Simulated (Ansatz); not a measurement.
`[CH3][Zn][CH](F)S` + `N=CO` → `[CH3][Zn][O]C=N` + `FCS`  (ligand exchange at a Zn–C bond)

Program: Ansatz. Geometries: PBE0-D4/def2-TZVP. ΔE: electronic, gas phase. CCSD(T)/CBS is the MP2 limit (def2-TZVPP, def2-QZVPP) plus CCSD(T) − MP2 in def2-TZVPP, frozen cores. This one scheme is used for every species. DFT in def2-TZVPP. For Zn outer-core shells are correlated without core-valence functions, which leaves a few kJ/mol of doubt a bond. Scalar relativity is left out up to krypton. Each species was taken in one conformer, which may not be the lowest.

`[CH3][Zn][CH](F)S`:

Cartesian coordinates in Å:
```
C -0.746 0.975 -1.808
Zn 0.176 0.112 -0.342
C 1.050 -0.783 1.180
F 1.862 0.088 1.913
S -0.157 -1.596 2.231
H -0.895 0.276 -2.635
H -1.726 1.341 -1.492
H -0.169 1.825 -2.181
H 1.693 -1.610 0.860
H -1.088 -0.628 2.275
```

`N=CO`:

```xyz
6

N    -0.317    0.966   -0.205
C     0.285   -0.120   -0.006
O    -0.357   -1.233    0.360
H     0.327    1.701   -0.476
H     1.357   -0.310   -0.097
H    -1.295   -1.003    0.424
```

`[CH3][Zn][O]C=N`:

Cartesian coordinates in Å:
```
C 1.918 0.184 -1.278
Zn 0.588 -0.294 0.016
O -0.573 -0.839 1.295
C -1.805 -0.386 1.452
N -2.455 0.483 0.796
H 1.932 -0.540 -2.095
H 1.703 1.171 -1.693
H 2.907 0.209 -0.817
H -2.310 -0.866 2.295
H -1.905 0.877 0.028
```

`FCS`:

```xyz
6

F     0.172   -0.340   -1.480
C    -0.288    0.215   -0.310
S     0.952    0.264    0.978
H    -1.160   -0.354    0.015
H    -0.568    1.252   -0.505
H     0.891   -1.037    1.302
```

```csv
level,ΔE (kJ/mol)
revPBE-D4,-62.5
r2SCANh-D4,-71.0
CAM-B3LYP-D4,-74.2
MP2/def2-SVP,-85.9
CCSD/def2-SVP,-87.4
CCSD(T)/def2-SVP,-85.7
CCSD/def2-TZVPP,-78.2
HF/def2-QZVPP,-97.0
```

Task: What does CCSD(T)/CBS give? (Best estimate.)

Result: The calculation gave: -73.9 kJ/mol. The listed levels differ from it by 11.4, 2.9, -0.3, -12.0, -13.5, -11.8, -4.3, -23.1 kJ/mol.

Largest T1 diagnostic among the species: 0.016.

At CCSD(T), def2-SVP lies −11.8 kJ/mol from the extrapolated value and def2-TZVPP −2.2 kJ/mol. From BLYP to BHLYP (50 % exact exchange), in def2-TZVPP and without D4, ΔE moves by −10.0 kJ/mol.
